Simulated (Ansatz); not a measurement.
Gas-phase electronic energies from Ansatz, PBE0-D4/def2-TZVP geometries. CBS: MP2 limit from def2 TZ/QZ plus the TZ coupled-cluster correction, frozen cores. This one scheme is used for every species. DFT in def2-TZVPP. Open shells (•) are unrestricted, without spin–orbit coupling. Each species was taken in one conformer, which may not be the lowest.

Reaction (hydrogen abstraction from the Al–H bond): `[CH3][AlH][O][SiH3]` + `[SiH3]`• → `[CH3][Al][O][SiH3]`• + SiH₄

`[CH3][AlH][O][SiH3]`:

```xyz
11

C     1.073   -1.689   -0.936
Al    0.167   -1.038    0.654
O    -0.488    0.517    0.668
Si   -0.995    2.036    0.418
H     1.435   -0.876   -1.570
H     0.389   -2.293   -1.542
H     1.920   -2.333   -0.683
H    -0.025   -1.890    1.974
H    -2.471    2.059    0.231
H    -0.357    2.614   -0.797
H    -0.647    2.893    1.583
```

`[SiH3]`•:

```xyz
4

Si   -0.002   -0.170   -0.292
H     1.126   -0.689    0.526
H    -1.307   -0.410    0.377
H     0.183    1.269   -0.611
```

`[CH3][Al][O][SiH3]`•:

Z-matrix (Å, degrees):
```
C
Al 1 1.967
H 1 1.095 2 108.9
H 1 1.095 2 109.0 3 117.4
H 1 1.091 2 113.2 3 -121.2
O 2 1.696 1 116.4 3 -59.8
Si 6 1.625 2 163.5 1 178.7
H 7 1.488 6 110.0 2 116.1
H 7 1.489 6 111.1 2 -4.1
H 7 1.487 6 110.0 2 -124.2
```

SiH₄:

Cartesian coordinates in Å:
```
Si 0.000 0.000 0.000
H -0.763 0.800 0.991
H -0.104 0.639 -1.336
H -0.559 -1.374 -0.063
H 1.426 -0.064 0.408
```

| species | B97M-V energy (Eh) |
| --- | --- |
| `[CH3][AlH][O][SiH3]` | -649.47657 |
| `[SiH3]`• | -291.15881 |
| `[CH3][Al][O][SiH3]`• | -648.83272 |
| SiH₄ | -291.81115 |

Problem. Work out ΔE.

Solution. ΔE = (-648.83272) + (-291.81115) − (-649.47657) − (-291.15881) = -0.00849 Eh = -5.3 kcal/mol. CCSD(T)/CBS gives -8.1 kcal/mol.

Largest T1 diagnostic among the species: 0.015.

From BLYP to BHLYP (50 % exact exchange), in def2-TZVPP and without D4, ΔE moves by +1.2 kcal/mol. At CCSD(T), def2-SVP lies +1.3 kcal/mol from the extrapolated value and def2-TZVPP +0.2 kcal/mol.
